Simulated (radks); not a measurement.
Spherical jellium clusters: N electrons in a uniform positive sphere of charge N and radius rs N^(1/3), rs = 3.37 bohr. Method: non-relativistic Kohn-Sham, PBEsol, spin-polarised, spherical densities; computed with a radial shooting solver with Libxc functionals. Levels are named by radial order and angular momentum (1s, 1p, 1d, 2s, ...), and open shells are averaged over m.

N = 3, configuration 1s2 1p(up 1, down 0). This is the lowest configuration that the search found. Occupied and some empty levels:

| level | occupation | eigenvalue (eV) | <r> (bohr) |
|---|---|---|---|
| 1s up | 1 | -4.6699 | 3.791 |
| 1s down | 1 | -4.2906 | 3.650 |
| 1p up | 1 | -2.2654 | 5.198 |
| 1p down | 0 | -1.7271 | 5.230 |

Energy (eV): total -3.95389, kinetic 6.6482, external -55.991, Hartree 26.288, exchange-correlation -11.132, background 30.233.
